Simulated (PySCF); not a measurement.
Species: C₅H₅F₂O (doublet state).
Z-matrix (Å and degrees, GFN2-xTB geometry), rows numbered from 1:
```
C 
O   1  1.4169
C   2  1.3626  1  114.69
F   3  1.4245  2  109.34  1    68.51
C   3  1.4864  2  109.95  1  -171.36
C   5  1.5010  3  130.08  2  -138.75
C   6  1.3244  5   60.57  3   115.91
F   7  1.3026  5  147.81  6   179.03
H   1  1.0869  2  106.00  3   178.83
H   1  1.0953  2  110.67  3    59.63
H   1  1.0932  2  110.95  3   -61.96
H   3  1.1059  2  113.15  1   -45.84
H   6  1.0610  5  148.08  7  -171.53
```

The hyperfine couplings belong to this conformer and change with its torsions.

Identity: `CO[C@@H](F)[C]1C=C1F` [radical].

Theory: UKS B3LYP, pcH-1 on C F H O, non-relativistic, mean-field spin-orbit, GIAO in PySCF. The structure is a single GFN2-xTB conformer in the gas phase; no vibrational or solvent corrections. A GFN2-xTB geometry isn't a minimum of the functional, and hyperfine couplings can be far from their values at a DFT geometry. No stability test was run, so a lower SCF solution isn't excluded.

Question: Break the g tensor into its mass correction, gauge correction and orbital-Zeeman/spin–orbit terms.

Answer: 
```csv
Δg (ppm),1,2,3
relativistic mass correction,-175,-175,-175
gauge correction,7,28,26
orbital Zeeman/spin–orbit,76,309,1210
total,-92,161,1061
```

So g = 2.00223, 2.00248, 2.00338 and g_iso = 2.00270; the tensor is rhombic: the two nearest values differ by 22 % of g3 − g1. Axes: g2 points within 10° of the C3–C5 bond and g3 points within 14° of the C6–C7 bond.

Question: What effective moment and Curie constant follow for a powder?

Answer: With the mean of g² = 4.0108 and S(S+1) = 0.75: μ_eff = √(⟨g²⟩S(S+1)) = 1.734 μB and χT = 0.12505·⟨g²⟩·S(S+1) = 0.376 cm³ K/mol (cgs; spin-Hamiltonian part alone).

Question: What are the electron Larmor frequencies g μB B/h along the three axes at 330 mT?

Answer: 9.2478, 9.2490, 9.2531 GHz for g1, g2 and g3, a range of 5.3 MHz.

Question: How much does each term add to the isotropic shift?

Answer: The orbital-Zeeman/spin–orbit term 532, the mass correction -175 and the gauge correction 20 ppm, for a total of 377 ppm. The orbital-Zeeman/spin–orbit term is the largest in size. The mass correction is the same along every axis, so the anisotropy comes from the other two: their spans along these axes are 21 (gauge) and 1134 ppm (orbital Zeeman/spin–orbit).

Question: In a frozen sample, at which fields do the three g values resonate at 9.5, 34, 94 and 263 GHz (hyperfine left aside), and which band first spreads them over more than twice a line width of 1.0 mT?

Answer: 
```tsv
band	GHz	B(g3) mT	B(g2) mT	B(g1) mT	spread mT
X	9.5	338.80	338.96	339.00	0.20
Q	34.0	1212.56	1213.11	1213.26	0.70
W	94.0	3352.38	3353.88	3354.31	1.93
J	263.0	9379.52	9383.74	9384.93	5.40
```

The spread grows in proportion to the frequency. J band is the first where it exceeds 2.0 mT.

The largest Mulliken spin populations are on C5 (+0.73) and C6 (+0.28). The angles at C5 add up to 314.3°, so it is pyramidal.

The HOMO–LUMO gaps are 4.67 eV among the α and 6.48 eV among the β orbitals.

Hardware: an Arm Neoverse V1 with one thread, no GPU, shared host with 32 logical CPUs at a one-minute load of 16. Cost: 53 s (grids of density and orbitals included), 0.88 GiB resident at most.
